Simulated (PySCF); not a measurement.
Basis and Hamiltonian dependence of the ionisation energy of Ag

Ag [Kr] 4d10 5s1 (2S) → Ag⁺ [Kr] 4d10 (1S). Calculated with PySCF 2.14 from differences of total energies of unrestricted determinants, without spin-orbit coupling. Values in eV.

```tsv
basis	Hamiltonian	functions	UHF	PBE	PBE0	MP2 (valence)	CCSD(T) (valence)	CCSD(T) (valence and next inner shell)
def2-SVP with the def2 core potential (28 electrons)	ECP	31	6.358	n/a	7.661	7.018	7.037	n/a
cc-pVDZ-PP with ECP28MDF	ECP	38	6.356	8.012	n/a	7.084	7.073	n/a
x2c-SVPall	spin-free X2C	53	6.342	7.869	n/a	6.951	n/a	n/a
aug-cc-pVDZ-PP with ECP28MDF	ECP	54	6.367	8.042	7.707	7.403	7.363	n/a
def2-TZVPPD with the def2 core potential (28 electrons)	ECP	56	6.359	7.995	7.674	7.310	7.254	7.351
x2c-TZVPall	spin-free X2C	63	6.354	7.940	7.629	7.079	n/a	n/a
aug-cc-pwCVDZ-PP with ECP28MDF	ECP	70	6.368	8.042	7.707	7.424	7.370	7.489
x2c-TZVPPall	spin-free X2C	79	6.354	7.940	7.629	7.334	7.278	7.358
aug-cc-pVTZ-PP with ECP28MDF	ECP	88	6.365	8.041	7.705	7.486	7.450	n/a
def2-QZVPPD with the def2 core potential (28 electrons)	ECP	88	6.359	8.026	7.693	7.461	7.420	7.529
x2c-QZVPPall	spin-free X2C	118	6.355	7.942	7.629	7.480	n/a	n/a
x2c-QZVPPall with one added diffuse shell each of s, p, d, f, g type	spin-free X2C	143	6.355	7.942	7.628	7.500	n/a	n/a
aug-cc-pwCVQZ-PP with ECP28MDF	ECP	180	6.365	8.042	7.705	7.528	n/a	n/a
aug-cc-pV5Z-PP with ECP28MDF	ECP	197	6.365	8.042	7.705	7.539	n/a	n/a
```

Frozen in the all-electron rows: valence: [Kr]; valence and next inner shell: [Ar] 3d10; with a core potential, the same shells as far as they lie outside it.

Reference for a calculation without spin-orbit coupling: 7.576 eV (measured, between term centres; NIST).
